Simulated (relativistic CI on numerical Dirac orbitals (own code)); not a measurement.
Radial Dirac CI calculation of Hf3+.

Command:

```sh
python run_levels.py task.json out
```

Input:

```
atom Hf  Z=72  charge=3  electrons=69
nucleus A=180  rms_radius_fm=5.3470
hamiltonian dirac-coulomb  breit=on  qed=on  c_scale=1
orbitals kli  potential=per-configuration
slater_scale 1
correlation none
mixing on
grid step=0.0125 r_max=50.3
scf mixing=0.4 start=green max_iterations=150 tolerance=2e-08 node_fill=0.05
configurations
  [Xe] 4f14 5d
end
```

Output:

```
SCF 1: [Xe] 4f14 5d
 iter      energy (Ha)   residual   last orbital (Ha)
    1    -15029.584682   3.97e+00     -3.19711
    2    -15084.401153   9.07e-01     -1.66477
    3    -15086.581548   2.43e-01     -1.27556
    4    -15086.920560   4.00e-01     -1.25281
    5    -15087.220372   2.23e-02     -1.16793
    6    -15087.220290   1.23e-02     -1.17502
    7    -15087.225023   4.87e-03     -1.17483
    8    -15087.223836   2.43e-03     -1.17308
    9    -15087.224142   8.57e-04     -1.17334
   10    -15087.224299   2.39e-05     -1.17347
   11    -15087.224302   2.15e-06     -1.17348
   12    -15087.224303   1.75e-08     -1.17348
orbital energies (Ha): 4d5/2 -8.6796  4f5/2 -1.8887  4f7/2 -1.8248  5s -3.6432  5p1/2 -2.6900  5p3/2 -2.3996  5d3/2 -1.1988  5d5/2 -1.1735
configuration averages (Ha): Dirac-Coulomb, Breit, QED
  5d                          -15087.224303   15.601613   10.568549
levels: no., configuration, term, J, E (cm-1), weight
   1 5d                     2D   3/2              0.0  1.00
   2 5d                     2D   5/2           3930.1  1.00
lowest total energy -15061.064886 Ha
end: converged
```

With so few configurations and no correlation, terms lie too far apart (by 10 to 50 % or more near neutrality), their order can be wrong, and levels of other configurations are missing.

Run time about 0.13 s of CPU on one thread of Neoverse-V1 (shared host).
